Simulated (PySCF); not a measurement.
Some computed properties have been withheld. Give your best values.

Compound: 2-chloro-6-fluorotoluene, C7H6ClF.
Geometry (PBE0-D3(BJ)/def2-SVP, Å), atoms numbered from 1 in this order:
```
atom  x, y, z in Å
C1     2.230   -0.219    0.013
C2     0.764    0.074    0.037
C3    -0.179   -0.930    0.276
F4     0.258   -2.174    0.486
C5    -1.548   -0.698    0.306
C6    -2.016    0.594    0.090
C7    -1.121    1.633   -0.153
C8     0.246    1.360   -0.175
Cl9    1.351    2.662   -0.479
H10    2.420   -1.283    0.198
H11    2.758    0.374    0.775
H12    2.665    0.055   -0.960
H13   -2.222   -1.534    0.499
H14   -3.089    0.796    0.109
H15   -1.467    2.652   -0.325
```

```tsv
property	level	value
point group	PBE0-D3(BJ)/def2-SVP	Cs
rotational constants A, B, C	PBE0-D3(BJ)/def2-SVP	2.234, 1.165, 0.769 GHz
dipole moment	PBE0/def2-SVPD	?
HOMO energy	PBE0/def2-SVPD	?
LUMO energy	PBE0/def2-SVPD	-0.77 eV
lowest singlet excitation	TDDFT PBE0/def2-SVPD	?
strongest line among the 6 lowest singlet transitions	TDDFT PBE0/def2-SVPD	S6 at 6.71 eV (185 nm, f = 0.564)
static isotropic polarisability	PBE0/def2-SVPD	94.8 au
electronic spatial extent ⟨r²⟩ about the centre of nuclear charge	PBE0/def2-SVPD	1373 bohr²
```

Gas-phase values; electronic properties from PySCF, density fitting. Isolated species at its PBE0-D3(BJ)/def2-SVP geometry, gas phase.

Problem. The lowest singlet excitation?

Solution. 5.23 eV (237 nm, f = 0.006).

Problem. The dipole moment?

Solution. 0.94 D.

Problem. What is the HOMO energy?

Solution. -7.26 eV.

The largest Löwdin shares of the HOMO are 0.20 on C5, 0.20 on Cl9, 0.18 on C8 and 0.15 on C7. In wavenumbers S1 is 42200 cm⁻¹ (1 eV = 8065.54 cm⁻¹). The dipole matches unit charges of opposite sign 0.20 Å apart (1 e·Å = 4.8032 D). The largest Löwdin shares of the LUMO are 0.20 on C8, 0.19 on C5, 0.16 on C6 and 0.15 on C2.
